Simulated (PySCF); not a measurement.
# HfBr: one state, many levels of theory

State: ²Δ (doublet), unpaired electrons δ ↑. Set-up: Hf def2-TZVPPD with ECP60, Br def2-TZVPPD; scalar-relativistic core potentials (PySCF 2.14). De refers to Hf (5d2 6s2) + Br in their high-spin ground configurations, without counterpoise correction. The functionals are run spin-unrestricted. A positive dipole means Hf(−)Br(+). Levels whose curve was spin-contaminated or gave no clean fit are not listed.

```
       Level  Re (Å)  ωe (cm⁻¹)  De (eV)  μ (D)  CPU s a point (SCF and correlation, without the integrals)
        ROHF   2.542        234      n/a  -2.55                                                         2.1
    ROHF-MP2   2.457        257      n/a    n/a                                                         5.3
ROHF-SCS-MP2   2.475        252      n/a    n/a                                                         n/a
         LDA   2.423        261      n/a  -1.38                                                         2.2
         PBE   2.466        245      n/a  -1.41                                                           3
       B97-3   2.484        242      n/a  -1.79                                                           4
         M06   2.465        252      n/a  -1.82                                                         6.2
   CAM-B3LYP   2.481        245      n/a  -2.11                                                          10
```

Problem. What does the gradient correction do here, going from LDA to PBE?

Solution. PBE less LDA: +4.3 pm in Re, -6.1 % in ωe. The gradient correction favours the more uneven density of free atoms, so it tends to lengthen bonds and takes away much of the overbinding of LDA; so it does here.

Problem. What does second-order correlation do here, going from ROHF to ROHF-MP2?

Solution. ROHF-MP2 less ROHF: -8.5 pm in Re, +9.8 % in ωe. Correlation nearly always deepens the well. The bond shortens, as in weak, metallic or heavy-atom bonds, where dispersion and the correlation of outer-core electrons pull the atoms together.

Correlated steps freeze 9 core orbitals. De is left out where the level can put another filling of the metal’s s and d shells below the measured ground configuration, by anything from nothing to about 1 eV. Spin–orbit coupling is left out, which matters for elements this heavy, above all for dissociation energies. UHF is strongly spin-contaminated for HfBr, so the ROHF reference used there is far from stable. The state is the lowest single determinant that the PBE0 search found; with open d or f shells the true ground state can be another one.

The whole job (state search and all levels along the bond) took about 8.5 min on 2 threads of Arm Neoverse V2 (shared host), peak memory 5.5 GiB.
